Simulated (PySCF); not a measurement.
C₅H₈Si, SMILES C#C[C@@H]1C[C@@H]1[SiH3].

Geometry optimised at ωB97X-D3(BJ)/def2-SVP. The structure was generated by enumeration; whether it is a known compound was not checked.

Two levels are set side by side: PBE/def2-TZVP (PySCF) and B3LYP/def2-TZVP (PySCF). Same geometry, gas phase. Differences are taken from unrounded values.

```tsv
quantity	PBE
orbital gap (eV)	5.79
highest occupied level (eV)	-6.20
lowest empty level (eV)	-0.41
dipole moment (D)	1.13
mean polarisability (bohr³)	83.4
```

Problem. These are the PBE values. What does B3LYP give? (The exact figures need the calculation; the answer reports its results.)

Solution. 
| quantity | B3LYP | PBE minus B3LYP |
|---|---|---|
| orbital gap (eV) | 7.39 | -1.60 |
| highest occupied level (eV) | -7.12 | 0.92 |
| lowest empty level (eV) | 0.27 | -0.68 |
| dipole moment (D) | 1.09 | 0.05 |
| mean polarisability (bohr³) | 81.2 | 2.2 |

Without exact exchange PBE keeps part of each electron's self-repulsion, which lifts occupied levels and narrows the gap. Differences between two approximate levels are no errors against the true value.

Rough cost on one machine, each run with all the roots and properties that it gave: B3LYP against PBE within a factor of 2.
